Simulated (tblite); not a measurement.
Record of a relaxation.

Species: C6H10B (doublet state).
Bonds: C1–C2 (double), C2–C3, C3–B4, B4–C5, C5–C6, C5–C7, C2–C7. Hydrogens: H8, H9 on C1; H10, H11 on C3; H12 on B4; H13, H14, H15 on C6; H16, H17 on C7.
Bond orders are those of one Lewis drawing.

Computed with GFN2-xTB (tblite), gas phase: L-BFGS steps from a force-field or distance-geometry start until the largest atomic force falls under 0.01 eV/Å. 11 of its 67 geometries are shown.

Step 0: E = -517.9419 eV, largest atomic force 4.001 eV/Å
```
atom  x, y, z in Å  |  force x, y, z in eV/Å
C1      2.559   -0.411   -0.379   -1.408  -0.206   0.128
C2      1.272   -0.034   -0.253    1.981  -0.345  -0.369
C3      0.877    1.396   -0.182   -0.638   1.540   0.002
B4     -0.712    1.324   -0.015    0.809  -1.639   0.410
C5     -0.892   -0.094    0.751   -0.844   1.447  -3.633
C6     -2.296   -0.592    0.734   -0.389  -0.007   2.193
C7      0.067   -0.912   -0.133    0.023   0.124   1.221
H8      2.791   -1.467   -0.410    0.181   0.156  -0.038
H9      3.376    0.293   -0.454   -0.234  -0.146   0.028
H10     1.341    1.855    0.712   -0.004  -0.069  -0.473
H11     1.184    1.981   -1.067    0.223  -0.268   0.381
H12    -1.478    1.662   -0.863    0.083   0.283   0.853
H13    -2.647   -0.969   -0.221    0.238  -0.431   0.065
H14    -2.970    0.239    1.004    0.143  -0.353   0.016
H15    -2.365   -1.338    1.571   -0.393   0.144  -0.964
H16     0.284   -1.880    0.331    0.003  -0.046  -0.348
H17    -0.398   -1.040   -1.135    0.228  -0.185   0.527
```

Step 7: E = -518.9996 eV, largest atomic force 0.725 eV/Å
```
atom  x, y, z in Å  |  force x, y, z in eV/Å
C1      2.542   -0.449   -0.379    0.151  -0.075   0.078
C2      1.303   -0.024   -0.212    0.251   0.023  -0.210
C3      0.913    1.433   -0.197   -0.566   0.340   0.072
B4     -0.685    1.346   -0.114   -0.410  -0.503   0.013
C5     -1.031   -0.059    0.359    0.037   0.301   0.524
C6     -2.365   -0.599    0.776    0.360  -0.142  -0.055
C7      0.108   -0.926   -0.086   -0.427   0.107   0.039
H8      2.820   -1.490   -0.415   -0.084   0.016   0.027
H9      3.349    0.257   -0.468    0.137   0.025  -0.047
H10     1.379    1.925    0.675   -0.185  -0.171  -0.215
H11     1.267    2.008   -1.065    0.096  -0.384   0.129
H12    -1.540    1.935   -0.674    0.362   0.479   0.343
H13    -2.714   -1.099   -0.126   -0.619   0.072  -0.130
H14    -3.035    0.222    1.087    0.294  -0.547  -0.279
H15    -2.385   -1.405    1.537    0.406   0.583  -0.144
H16     0.301   -1.893    0.383   -0.042   0.200   0.403
H17    -0.235   -1.171   -1.091    0.240  -0.324  -0.550
```

Step 13: E = -519.3945 eV, largest atomic force 0.415 eV/Å
```
atom  x, y, z in Å  |  force x, y, z in eV/Å
C1      2.542   -0.448   -0.362    0.060  -0.027  -0.119
C2      1.297   -0.012   -0.228    0.008  -0.260   0.120
C3      0.849    1.422   -0.223    0.293  -0.018  -0.068
B4     -0.743    1.366   -0.161    0.158   0.028   0.040
C5     -1.090   -0.064    0.193    0.116   0.068  -0.114
C6     -2.360   -0.651    0.704   -0.032   0.076   0.087
C7      0.100   -0.921   -0.117   -0.173  -0.124  -0.016
H8      2.804   -1.498   -0.403   -0.169   0.128   0.070
H9      3.375    0.226   -0.485   -0.060   0.056   0.084
H10     1.310    1.933    0.628   -0.190  -0.018   0.203
H11     1.318    1.927   -1.065   -0.213   0.169  -0.313
H12    -1.461    2.254   -0.425   -0.001  -0.057   0.189
H13    -2.917   -1.158   -0.084    0.137  -0.238  -0.162
H14    -3.033    0.116    1.072    0.030   0.334   0.031
H15    -2.220   -1.356    1.528    0.228  -0.104  -0.189
H16     0.264   -1.778    0.542   -0.079   0.092   0.114
H17    -0.044   -1.346   -1.124   -0.113  -0.106   0.043
```

Step 20: E = -519.4793 eV, largest atomic force 0.184 eV/Å
```
atom  x, y, z in Å  |  force x, y, z in eV/Å
C1      2.535   -0.453   -0.370   -0.012  -0.009   0.012
C2      1.290   -0.024   -0.241   -0.052  -0.090  -0.041
C3      0.853    1.417   -0.246    0.035  -0.045  -0.016
B4     -0.728    1.378   -0.165   -0.096   0.116   0.036
C5     -1.095   -0.054    0.128    0.066  -0.027  -0.059
C6     -2.349   -0.640    0.670    0.076  -0.024  -0.005
C7      0.088   -0.933   -0.128   -0.046  -0.006  -0.027
H8      2.780   -1.505   -0.385    0.007   0.069   0.011
H9      3.362    0.234   -0.466   -0.034  -0.055   0.025
H10     1.259    1.924    0.636    0.079   0.011  -0.066
H11     1.278    1.934   -1.108    0.005   0.071   0.008
H12    -1.429    2.308   -0.290   -0.025  -0.082   0.080
H13    -2.905   -1.200   -0.087    0.059   0.037  -0.095
H14    -3.001    0.138    1.059   -0.013   0.009  -0.038
H15    -2.126   -1.349    1.469    0.003  -0.027   0.053
H16     0.218   -1.729    0.617    0.000   0.081  -0.053
H17    -0.036   -1.435   -1.104   -0.051  -0.029   0.174
```

Step 26: E = -519.4967 eV, largest atomic force 0.106 eV/Å
```
atom  x, y, z in Å  |  force x, y, z in eV/Å
C1      2.525   -0.458   -0.368    0.011   0.006  -0.007
C2      1.278   -0.031   -0.265    0.028   0.067  -0.057
C3      0.853    1.416   -0.262   -0.022   0.040  -0.001
B4     -0.730    1.393   -0.151    0.007  -0.006   0.041
C5     -1.092   -0.045    0.114    0.029  -0.028   0.018
C6     -2.333   -0.643    0.656   -0.038   0.035  -0.033
C7      0.077   -0.933   -0.133    0.074   0.006  -0.003
H8      2.779   -1.505   -0.375   -0.013  -0.036   0.009
H9      3.352    0.227   -0.450    0.011   0.015  -0.006
H10     1.284    1.917    0.612    0.051  -0.016  -0.003
H11     1.265    1.955   -1.118   -0.003  -0.059  -0.040
H12    -1.450    2.312   -0.216    0.012   0.006   0.035
H13    -2.869   -1.195   -0.121    0.001  -0.032   0.024
H14    -2.988    0.136    1.034   -0.103  -0.019   0.019
H15    -2.102   -1.347    1.460   -0.074  -0.008  -0.043
H16     0.208   -1.695    0.642    0.038   0.016   0.062
H17    -0.065   -1.492   -1.068   -0.009   0.014  -0.016
```

Step 33: E = -519.5100 eV, largest atomic force 0.103 eV/Å
```
atom  x, y, z in Å  |  force x, y, z in eV/Å
C1      2.526   -0.456   -0.377   -0.018  -0.017   0.005
C2      1.278   -0.025   -0.299    0.009   0.059   0.084
C3      0.859    1.421   -0.280   -0.034   0.032   0.001
B4     -0.721    1.404   -0.108    0.040  -0.017  -0.006
C5     -1.088   -0.038    0.122   -0.055   0.016   0.059
C6     -2.343   -0.642    0.632   -0.052  -0.059  -0.012
C7      0.082   -0.926   -0.129    0.002   0.029   0.047
H8      2.764   -1.505   -0.361    0.051  -0.055  -0.023
H9      3.359    0.224   -0.447   -0.005  -0.004  -0.047
H10     1.337    1.909    0.577    0.016   0.047  -0.059
H11     1.243    1.945   -1.159   -0.041   0.006   0.005
H12    -1.448    2.317   -0.120    0.037   0.053   0.021
H13    -2.851   -1.209   -0.152   -0.007   0.007  -0.058
H14    -3.032    0.114    1.004    0.045   0.011  -0.063
H15    -2.131   -1.352    1.433   -0.008  -0.024   0.044
H16     0.238   -1.640    0.686    0.009  -0.072   0.018
H17    -0.079   -1.528   -1.033    0.011  -0.012  -0.016
```

Step 40: E = -519.5327 eV, largest atomic force 0.123 eV/Å
```
atom  x, y, z in Å  |  force x, y, z in eV/Å
C1      2.522   -0.466   -0.387    0.038   0.042  -0.029
C2      1.282   -0.013   -0.288   -0.015  -0.086   0.032
C3      0.861    1.434   -0.298    0.022  -0.099   0.030
B4     -0.702    1.411   -0.010    0.051   0.036   0.016
C5     -1.084   -0.037    0.182    0.001   0.076  -0.014
C6     -2.370   -0.666    0.578    0.044   0.038   0.006
C7      0.095   -0.913   -0.066   -0.047  -0.045  -0.004
H8      2.763   -1.518   -0.361   -0.053   0.065   0.017
H9      3.356    0.206   -0.499    0.062   0.020  -0.057
H10     1.427    1.970    0.471   -0.029   0.048  -0.027
H11     1.139    1.922   -1.239   -0.029  -0.105   0.057
H12    -1.382    2.358    0.055   -0.082  -0.015   0.018
H13    -2.811   -1.234   -0.249    0.073   0.065   0.022
H14    -3.086    0.092    0.892    0.005  -0.066  -0.011
H15    -2.213   -1.378    1.394   -0.046   0.042  -0.024
H16     0.283   -1.609    0.761   -0.037   0.003   0.002
H17    -0.086   -1.545   -0.945    0.043  -0.019  -0.034
```

Step 46: E = -519.5453 eV, largest atomic force 0.066 eV/Å
```
atom  x, y, z in Å  |  force x, y, z in eV/Å
C1      2.527   -0.461   -0.402   -0.010  -0.012   0.009
C2      1.288   -0.015   -0.267   -0.004  -0.007   0.013
C3      0.862    1.429   -0.292   -0.006  -0.004  -0.004
B4     -0.682    1.421    0.067   -0.061  -0.016   0.020
C5     -1.072   -0.027    0.226    0.017  -0.028  -0.003
C6     -2.374   -0.665    0.545   -0.012   0.012   0.002
C7      0.100   -0.913   -0.027    0.006   0.005  -0.003
H8      2.756   -1.515   -0.358    0.029   0.018  -0.014
H9      3.364    0.201   -0.557   -0.044  -0.010  -0.005
H10     1.477    2.020    0.391    0.036  -0.011   0.041
H11     1.058    1.862   -1.277    0.013  -0.031  -0.052
H12    -1.364    2.365    0.170   -0.022  -0.021   0.017
H13    -2.745   -1.225   -0.318    0.007  -0.012  -0.015
H14    -3.123    0.074    0.815   -0.007   0.052   0.005
H15    -2.280   -1.383    1.364    0.037   0.013  -0.013
H16     0.288   -1.599    0.809   -0.021   0.024  -0.018
H17    -0.087   -1.557   -0.898    0.041   0.028   0.022
```

Step 53: E = -519.5474 eV, largest atomic force 0.019 eV/Å
```
atom  x, y, z in Å  |  force x, y, z in eV/Å
C1      2.525   -0.462   -0.402    0.010   0.002  -0.009
C2      1.287   -0.016   -0.260    0.015   0.002   0.011
C3      0.862    1.428   -0.290    0.006  -0.004  -0.004
B4     -0.684    1.422    0.074    0.003  -0.011   0.001
C5     -1.073   -0.027    0.224    0.009  -0.015  -0.005
C6     -2.376   -0.661    0.540    0.000   0.002  -0.003
C7      0.100   -0.913   -0.022    0.015   0.001  -0.004
H8      2.763   -1.513   -0.362   -0.003   0.007  -0.002
H9      3.356    0.204   -0.567   -0.009   0.013   0.005
H10     1.484    2.021    0.386   -0.002  -0.006  -0.013
H11     1.053    1.844   -1.285    0.001   0.007   0.009
H12    -1.371    2.360    0.191   -0.002  -0.003   0.005
H13    -2.741   -1.225   -0.324   -0.016   0.001   0.003
H14    -3.123    0.081    0.807   -0.002   0.010  -0.006
H15    -2.276   -1.378    1.359   -0.003   0.005   0.001
H16     0.280   -1.596    0.816   -0.009  -0.003   0.005
H17    -0.072   -1.557   -0.895   -0.012  -0.005   0.004
```

Step 59: E = -519.5477 eV, largest atomic force 0.017 eV/Å
```
atom  x, y, z in Å  |  force x, y, z in eV/Å
C1      2.527   -0.460   -0.404   -0.003   0.003   0.005
C2      1.288   -0.018   -0.259   -0.003   0.007  -0.011
C3      0.862    1.426   -0.291    0.003   0.005   0.005
B4     -0.682    1.420    0.079    0.003   0.002  -0.004
C5     -1.072   -0.029    0.222   -0.003  -0.002   0.001
C6     -2.377   -0.660    0.536   -0.003   0.003  -0.003
C7      0.101   -0.914   -0.020   -0.004   0.005  -0.004
H8      2.765   -1.511   -0.364    0.016   0.004  -0.004
H9      3.354    0.210   -0.568   -0.002  -0.005   0.000
H10     1.488    2.021    0.379   -0.004   0.000   0.005
H11     1.050    1.841   -1.286   -0.005  -0.005   0.001
H12    -1.370    2.357    0.204    0.003   0.004   0.000
H13    -2.745   -1.225   -0.326    0.002  -0.002   0.002
H14    -3.123    0.085    0.799    0.002   0.008   0.003
H15    -2.279   -1.375    1.357   -0.012   0.001   0.002
H16     0.279   -1.594    0.822    0.007  -0.012   0.006
H17    -0.072   -1.561   -0.890    0.003  -0.015  -0.004
```

Step 66: E = -519.5480 eV, largest atomic force 0.009 eV/Å
```
atom  x, y, z in Å  |  force x, y, z in eV/Å
C1      2.529   -0.458   -0.405    0.004  -0.002  -0.002
C2      1.288   -0.019   -0.259   -0.001  -0.004  -0.003
C3      0.862    1.425   -0.290   -0.005  -0.002   0.001
B4     -0.681    1.417    0.081   -0.007   0.001   0.002
C5     -1.072   -0.032    0.222   -0.006   0.000  -0.002
C6     -2.379   -0.658    0.534   -0.002   0.000   0.003
C7      0.102   -0.918   -0.021   -0.004  -0.003   0.002
H8      2.774   -1.506   -0.367   -0.001  -0.009   0.001
H9      3.353    0.216   -0.569    0.003   0.009   0.000
H10     1.489    2.020    0.379   -0.001  -0.004  -0.002
H11     1.046    1.838   -1.286    0.002   0.002   0.001
H12    -1.369    2.354    0.208    0.001   0.002   0.000
H13    -2.750   -1.224   -0.326    0.006   0.003   0.000
H14    -3.121    0.092    0.796    0.000   0.003  -0.004
H15    -2.288   -1.370    1.358    0.001  -0.001   0.003
H16     0.280   -1.596    0.823    0.006   0.000   0.003
H17    -0.070   -1.568   -0.888    0.003   0.004  -0.002
```

Task: Summarise the path.

Result: The energy falls by 1.6061 eV from step 0 to step 66; nine tenths of that is first reached at step 13. It falls at every step. The largest force goes from 4.001 to 0.009 eV/Å. Among the bonds B4–C5 changes most, from 1.622 to 1.508 Å; the atoms move by 0.441 Å rms after alignment.

Task: Follow the three bonds and two angles with the largest change from start to end.

Result: 
| step | E above end (eV) | largest force (eV/Å) | B4–C5 (Å) | C5–C7 (Å) | C6–H15 (Å) | B4–C5–C6 (°) | B4–C5–C7 (°) |
| --- | --- | --- | --- | --- | --- | --- | --- |
| 0 | 1.6061 | 4.001 | 1.622 | 1.539 | 1.123 | 113.0 | 97.1 |
| 3 | 0.9140 | 1.013 | 1.485 | 1.495 | 1.080 | 123.2 | 101.6 |
| 6 | 0.6383 | 0.870 | 1.515 | 1.494 | 1.106 | 127.5 | 104.5 |
| 9 | 0.3800 | 0.847 | 1.521 | 1.503 | 1.094 | 128.9 | 106.9 |
| 11 | 0.2572 | 0.679 | 1.509 | 1.505 | 1.084 | 129.7 | 107.1 |
| 14 | 0.1310 | 0.343 | 1.517 | 1.496 | 1.097 | 130.4 | 108.3 |
| 17 | 0.0863 | 0.220 | 1.509 | 1.495 | 1.097 | 131.0 | 108.7 |
| 20 | 0.0687 | 0.184 | 1.508 | 1.496 | 1.091 | 130.6 | 109.4 |
| 23 | 0.0577 | 0.110 | 1.507 | 1.490 | 1.092 | 130.0 | 110.6 |
| 26 | 0.0513 | 0.106 | 1.506 | 1.489 | 1.093 | 130.7 | 110.6 |
| 29 | 0.0456 | 0.137 | 1.508 | 1.492 | 1.094 | 130.6 | 110.4 |
| 32 | 0.0399 | 0.096 | 1.506 | 1.490 | 1.092 | 130.3 | 110.7 |
| 34 | 0.0357 | 0.118 | 1.506 | 1.490 | 1.091 | 130.7 | 110.6 |
| 37 | 0.0259 | 0.168 | 1.509 | 1.492 | 1.093 | 131.7 | 109.9 |
| 40 | 0.0153 | 0.123 | 1.510 | 1.490 | 1.094 | 131.2 | 110.1 |
| 43 | 0.0070 | 0.115 | 1.507 | 1.489 | 1.092 | 131.2 | 110.6 |
| 46 | 0.0027 | 0.066 | 1.509 | 1.491 | 1.093 | 131.5 | 110.4 |
| 49 | 0.0012 | 0.039 | 1.508 | 1.490 | 1.093 | 131.2 | 110.5 |
| 52 | 0.0007 | 0.027 | 1.508 | 1.490 | 1.093 | 131.2 | 110.6 |
| 55 | 0.0004 | 0.016 | 1.508 | 1.490 | 1.093 | 131.2 | 110.6 |
| 57 | 0.0003 | 0.015 | 1.508 | 1.490 | 1.093 | 131.1 | 110.6 |
| 60 | 0.0002 | 0.018 | 1.507 | 1.490 | 1.093 | 131.1 | 110.6 |
| 63 | 0.0001 | 0.012 | 1.508 | 1.490 | 1.093 | 130.9 | 110.6 |
| 66 | 0.0000 | 0.009 | 1.508 | 1.490 | 1.093 | 130.8 | 110.6 |

The cost below is that of the whole relaxation. On Arm Neoverse V2, one thread, shared host, this took 0.29 s.
